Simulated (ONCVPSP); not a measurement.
**W (Z = 74): excitation energies, all-electron against ONCV**

* Element: W
* Generator: ONCVPSP 4.0.1
* Type: optimised norm-conserving Vanderbilt (ONCV)
* Functional: PBE
* Relativity: scalar-relativistic
* Frozen core: [Kr] 4d10 4f14
* Valence charge: 14
* Reference configuration: 5s2 5p6 5d4.5 6s1.5
* Partial waves: 5s+6s: rc 1.55 bohr, ncon 5, nbas 9, qcut 6.3 1/bohr, 2 projectors; 5p: rc 1.75 bohr, ncon 5, nbas 8, qcut 7.3 1/bohr, 2 projectors, debl 1.5 Ha; 5d: rc 1.60 bohr, ncon 4, nbas 7, qcut 7.2 1/bohr, 2 projectors, debl 3.5 Ha
* Local potential: polynomial inside 1.35 bohr (lpopt 4, dvloc0 4 Ha)
* Core correction: Teter function, fcfact 5.25, rcfact 1.55

In the p channel the program set the typed energies aside and used -1.553, 0.250 Ha.

Energies are relative to the spin-unpolarised reference configuration 5s2 5p6 5d4.5 6s1.5; without spin polarisation the order of configurations can differ from experiment.

```json
{"valence configuration": "5s2 5p6 5d4 6s2", "charge": "0", "ΔE all-electron (eV)": "-0.695", "error AE − PS (meV)": "-0.3"}
{"valence configuration": "5s2 5p6 5d4 6s1", "charge": "+1", "ΔE all-electron (eV)": "8.188", "error AE − PS (meV)": "-1.5"}
{"valence configuration": "5s1 5p6 5d4 6s2", "charge": "+1", "ΔE all-electron (eV)": "84.725", "error AE − PS (meV)": "-324"}
```

Task: What are ΔE and the potential's error for 5s2 5p6 5d4 6s0?

Result: ΔE = 23.868 eV all-electron; the error (AE − PS) is -9.6 meV.

Levels in the configuration 5s2 5p6 5d4 6s2:

```
level  all-electron (eV)  pseudo (eV)
   5s            -79.073      -79.072
   5p            -43.202      -43.211
   5d             -4.480       -4.487
   6s             -5.713       -5.709
```
